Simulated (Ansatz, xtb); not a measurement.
**Relative energy of two isomers of H10OSi4**

Structure a: `O[Si]([SiH3])([SiH3])[SiH3]`, a singlet. Structure b: `O[SiH2][SiH]([SiH3])[SiH3]`, a singlet. Both are isolated molecules in the gas phase, relaxed with r2SCAN-D4/def2-SVP; the shapes shown needn't be the lowest conformers.

a (Å):

| atom | x (Å) | y (Å) | z (Å) |
| --- | --- | --- | --- |
| O | -1.5310 | 1.0594 | -2.4488 |
| Si | -0.4853 | 0.7171 | -1.1679 |
| Si | -1.6402 | -0.0676 | 0.7325 |
| Si | 0.7673 | 2.6067 | -0.5186 |
| Si | 0.9809 | -0.9526 | -1.9149 |
| H | -2.1935 | 1.7388 | -2.2700 |
| H | -2.6316 | 0.9520 | 1.2034 |
| H | -0.6673 | -0.3247 | 1.8404 |
| H | -2.3798 | -1.3338 | 0.4359 |
| H | 1.6197 | 3.1070 | -1.6416 |
| H | -0.1417 | 3.7185 | -0.0922 |
| H | 1.6500 | 2.2512 | 0.6366 |
| H | 1.7750 | -0.4829 | -3.0912 |
| H | 1.9213 | -1.2767 | -0.7968 |
| H | 0.2354 | -2.1925 | -2.2918 |

b (Å):

```xyz
15

O    -0.8253   -1.4238    0.7723
Si   -1.6155   -0.6851   -0.5098
Si    0.1157   -0.0531   -1.9592
Si    2.0324   -0.0223   -0.6034
Si   -0.3014    2.0882   -2.8188
H    -1.3656   -1.6914    1.5258
H    -2.6068   -1.6037   -1.1581
H    -2.3749    0.5256   -0.0509
H     0.2796   -1.0375   -3.0780
H     3.2078    0.5107   -1.3613
H     1.7812    0.8749    0.5649
H     2.3582   -1.3946   -0.1154
H     0.7977    2.5216   -3.7352
H    -1.5932    2.1246   -3.5722
H    -0.3886    3.0568   -1.6826
```

Estimate which is lower in electronic energy at CCSD(T)/def2-SVP + ΔMP2/def2-TZVPP, and by roughly how much.

The CCSD(T)/def2-SVP + ΔMP2/def2-TZVPP calculation puts structure b lower, by 4.1 kcal/mol.

Level by level:

```tsv
level	geometry	E(b) − E(a) (kcal/mol)	departure from the last row (kcal/mol)	job, with rough time for the two
r2SCAN-D4/def2-SVP	r2SCAN-D4/def2-SVP	−4.4	−0.3	optimisation, 2.2 min
HF/def2-SVP	r2SCAN-D4/def2-SVP	−5.7	−1.6	part of the CCSD(T) run
MP2/def2-SVP	r2SCAN-D4/def2-SVP	−6.1	−2.0	part of the CCSD(T) run
CCSD(T)/def2-SVP	r2SCAN-D4/def2-SVP	−5.5	−1.4	single point
CCSD(T)/def2-SVP + ΔMP2/def2-TZVPP	r2SCAN-D4/def2-SVP	−4.1		single point, 54 s
```

As drawn, both hold the same kinds of bond in the same numbers.

None of the levels shown reverses the order. The largest departure from CCSD(T)/def2-SVP + ΔMP2/def2-TZVPP is that of MP2/def2-SVP, 2.0 kcal/mol. Levels run at GFN2-xTB geometries aren't shown. The last row adds to CCSD(T) the change of the MP2 difference between the two basis sets, here +1.4 kcal/mol.

With thermal terms from frequencies at re-optimised GFN2-xTB minima (ideal gas, soft modes damped towards free rotors, one conformer each, 298.15 K, 1 atm): the zero-point term adds +0.4 kcal/mol; ΔH is −4.0 and ΔG −3.4 kcal/mol.

The correlated steps freeze 21 core orbitals. Programs: Ansatz 0.2.0, xtb 6.7.1; the last row on 2 threads of Intel(R) Xeon(R) Platinum 8375C CPU @ 2.90GHz (Ice Lake) on a shared host.
